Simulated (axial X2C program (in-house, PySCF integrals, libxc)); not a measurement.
Excited states of CaH⁺ by EOM-EE-CCSD

Calculated with an axial X2C code built on PySCF integrals: two-component X2C with atomic mean-field Coulomb and Gaunt terms, Gaussian nuclei, basis Ca dyall-acv3z, H dyall-av3z with contracted cores.

R = 1.876 Å (near the PBE0 minimum at charge 1 of the determinant lowest at the starting distance; the state shown can have its own minimum elsewhere).

Hartree–Fock spinors of CaH⁺ (one of each Kramers pair; a window near the gap, which can cut inner shells):

```tsv
ω	occupied	ε (eV)	character
1/2	yes	-14.33	59% H s, 17% Ca s, 13% Ca d
1/2	no	-5.15	51% Ca s, 36% Ca p, 7% H s
1/2	no	-3.48	85% Ca p, 13% Ca d, 2% H p
3/2	no	-3.48	85% Ca p, 13% Ca d, 2% H p
1/2	no	-2.97	57% Ca d, 33% Ca p, 6% H s
5/2	no	-2.26	98% Ca d
3/2	no	-2.26	98% Ca d
```

Vertical excitation energies from the closed-shell determinant state of CaH⁺:

```tsv
Ω	excitation (eV)	cm⁻¹	hole of the leading pair	particle of the leading pair	weight of the pair (for Ω = 0 its time-reversed partner can hold as much again)	singles weight
0⁻	3.198	25797	59% H sσ, 17% Ca sσ, 13% Ca dσ	55% Ca sσ, 15% Ca pσ, 14% Ca dσ	0.48	0.95
1	3.198	25797	59% H sσ, 17% Ca sσ, 13% Ca dσ	55% Ca sσ, 15% Ca pσ, 14% Ca dσ	0.95	0.95
0⁺	3.717	29982	59% H sσ, 17% Ca sσ, 13% Ca dσ	50% Ca sσ, 24% Ca dσ, 14% Ca pσ	0.45	0.90
0⁻	4.758	38378	59% H sσ, 17% Ca sσ, 13% Ca dσ	72% Ca dπ, 16% H pπ, 8% Ca pπ	0.47	0.93
0⁺	4.758	38378	59% H sσ, 17% Ca sσ, 13% Ca dσ	72% Ca dπ, 16% H pπ, 8% Ca pπ	0.47	0.93
1	4.761	38403	59% H sσ, 17% Ca sσ, 13% Ca dσ	72% Ca dπ, 16% H pπ, 8% Ca pπ	0.47	0.93
2	4.765	38429	59% H sσ, 17% Ca sσ, 13% Ca dσ	73% Ca dπ, 16% H pπ, 8% Ca pπ	0.93	0.93
1	5.133	41398	59% H sσ, 17% Ca sσ, 13% Ca dσ	99% Ca dδ	0.91	0.91
2	5.137	41430	59% H sσ, 17% Ca sσ, 13% Ca dσ	99% Ca dδ	0.55	0.91
3	5.142	41470	59% H sσ, 17% Ca sσ, 13% Ca dσ	99% Ca dδ	0.91	0.91
2	5.178	41763	59% H sσ, 17% Ca sσ, 13% Ca dσ	99% Ca dδ	0.55	0.91
0⁻	5.187	41837	59% H sσ, 17% Ca sσ, 13% Ca dσ	54% Ca dσ, 38% Ca pσ	0.46	0.92
1	5.187	41837	59% H sσ, 17% Ca sσ, 13% Ca dσ	54% Ca dσ, 38% Ca pσ	0.92	0.92
```

This point took 29 s on 1 thread of Arm Neoverse N1, on a shared host.

Reference electrons by ω block (each with its −ω partner): 1/2: 8, 3/2: 2. 10 electrons of CaH⁺ correlated (inner shells frozen), 86 natural virtual spinors (a truncated set); levels can be off by some tenths of an eV. Roots sought by Ω: (0: 5, 1: 4, 2: 3, 3: 1); rows need 60 % singles weight and stop where some Ω has no more roots. Missing are any skipped roots, higher Ω and states of a further excitation; these come out far too high here and may in truth be low or lowest. T1 of the reference 0.015 (Lee–Taylor). Number of frozen shells: Ca 2 s, 1 p; H none.
